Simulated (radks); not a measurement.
Problem. All-electron atom: Gd53+ in [Ne] 4d1 (not the ground configuration). Calculated with a radial shooting solver on a logarithmic mesh with Libxc functionals: scalar-relativistic Kohn-Sham, PBEsol, spin-polarised, spherical densities, point nucleus; open shells are filled with parallel spins first (spin-orbit coupling, left out, can overturn this in heavy ions). Some entries of the table are withheld. Estimate them.

| orbital | occ. | eigenvalue (eV) | r(max) (bohr) | <r^2> (bohr^2) |
|---|---|---|---|---|
| 1s up | 1 | -54215.95 | 0.01391 | 0.0006537 |
| 1s down | 1 | -54215.90 | 0.01391 | 0.0006537 |
| 2s up | 1 | (1) | 0.07833 | 0.009900 |
| 2s down | 1 | (2) | 0.07832 | 0.009900 |
| 2p up | 3 | -11275.18 | 0.06322 | 0.007905 |
| 2p down | 3 | -11273.25 | 0.06321 | 0.007904 |
| 4d up | 1 | (3) | 0.3803 | 0.1630 |

Solution. 
(1) 2s up eigenvalue (eV): -12141.44
(2) 2s down eigenvalue (eV): -12139.01
(3) 4d up eigenvalue (eV): -2520.798
